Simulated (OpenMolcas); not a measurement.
## 4d⁴ along the 40-electron sequence

* Program: OpenMolcas
* Method: CASSCF
* Basis: ANO-RCC-VQZP
* Scalar Hamiltonian: DKH2, point nucleus
* Spin-orbit coupling: state interaction with AMFI integrals over the reference wave functions, term energies averaged over their components

Active space for each ion: 4 electrons in 10 orbitals (4d 5d).

Computed levels in cm-1 above ⁵D₀:

```json
{"Level": "⁵D₁", "Mo2+": "222", "Tc3+": "320", "Ru4+": "448", "Rh5+": "611", "Pd6+": "822", "Ag7+": "1100"}
{"Level": "⁵D₂", "Mo2+": "632", "Tc3+": "894", "Ru4+": "1229", "Rh5+": "1641", "Pd6+": "2151", "Ag7+": "2797"}
{"Level": "⁵D₃", "Mo2+": "1187", "Tc3+": "1655", "Ru4+": "2237", "Rh5+": "2931", "Pd6+": "3768", "Ag7+": "4789"}
{"Level": "⁵D₄", "Mo2+": "1855", "Tc3+": "2554", "Ru4+": "3403", "Rh5+": "4393", "Pd6+": "5560", "Ag7+": "6939"}
{"Level": "³H₄", "Mo2+": "15290", "Tc3+": "17779", "Ru4+": "20033", "Rh5+": "22123", "Pd6+": "24195", "Ag7+": "26103"}
{"Level": "³P₀(1)", "Mo2+": "15592", "Tc3+": "17915", "Ru4+": "19919", "Rh5+": "21705", "Pd6+": "23447", "Ag7+": "24978"}
{"Level": "³H₅", "Mo2+": "15817", "Tc3+": "18538", "Ru4+": "21099", "Rh5+": "23573", "Pd6+": "26118", "Ag7+": "28623"}
{"Level": "³H₆", "Mo2+": "16328", "Tc3+": "19236", "Ru4+": "22021", "Rh5+": "24750", "Pd6+": "27584", "Ag7+": "30410"}
{"Level": "³P₁(1)", "Mo2+": "16847", "Tc3+": "19673", "Ru4+": "22289", "Rh5+": "24785", "Pd6+": "27344", "Ag7+": "29829"}
{"Level": "weight of ⁵D in the lowest level (%)", "Mo2+": "99", "Tc3+": "98", "Ru4+": "98", "Rh5+": "97", "Pd6+": "96", "Ag7+": "95"}
```

Measured, with the error of the calculation in %. Measured levels: Mo2+ from Sugar and Musgrove, J. Phys. Chem. Ref. Data 17, 155 (1988); Ag7+ from Atoms 5, 11 (2017), spectra Ag VII to Ag IX.

```json
{"Level": "⁵D₁", "Mo2+": "242 (-8.1)", "Ag7+": "1340 (-17.9)"}
{"Level": "⁵D₂", "Mo2+": "668 (-5.5)", "Ag7+": "3212 (-12.9)"}
{"Level": "⁵D₃", "Mo2+": "1224 (-3.0)", "Ag7+": "5292 (-9.5)"}
{"Level": "⁵D₄", "Mo2+": "1872 (-0.9)", "Ag7+": "7443 (-6.8)"}
{"Level": "³H₄", "Mo2+": "12680 (+20.6)", "Ag7+": "23302 (+12.0)"}
{"Level": "³P₀(1)", "Mo2+": "11149 (+39.8)", "Ag7+": "21309 (+17.2)"}
{"Level": "³H₅", "Mo2+": "13276 (+19.1)", "Ag7+": "26250 (+9.0)"}
{"Level": "³H₆", "Mo2+": "13811 (+18.2)", "Ag7+": "28185 (+7.9)"}
{"Level": "³P₁(1)", "Mo2+": "12510 (+34.7)", "Ag7+": "26526 (+12.5)"}
```

The fine-structure level ⁵D₄ changes by a factor of 3.74 from Mo2+ to Ag7+. Its fourth root runs 6.56, 7.11, 7.64, 8.14, 8.64, 9.13, with steps per unit of Z of 0.55, 0.53, 0.50, 0.49, 0.49; equal steps would mean a (Z - σ)^4 law with constant σ.

³H₄ changes by a factor of 1.71 over the same range, with steps per unit of Z of +2490, +2250, +2090, +2070, +1910 cm-1.

Without dynamic correlation excited terms often stand tens of per cent too high (terms of higher spin than the ground term too low), and those without a measured partner can miss by more than the paired ones. Active for correlation alone: 5d; no level in the range computed is led by a configuration that fills it, so any true level of that kind is missing. Measured partners are found by configuration, term and J. A level has none where our copy of the source lacks it or the pairing is in doubt (some pairs that miss far off the trend of their configuration count as doubtful), and it then counts in no deviation. Only configurations of the active space appear.

A number in round brackets counts repeated terms of one configuration in the order of the reference energies.
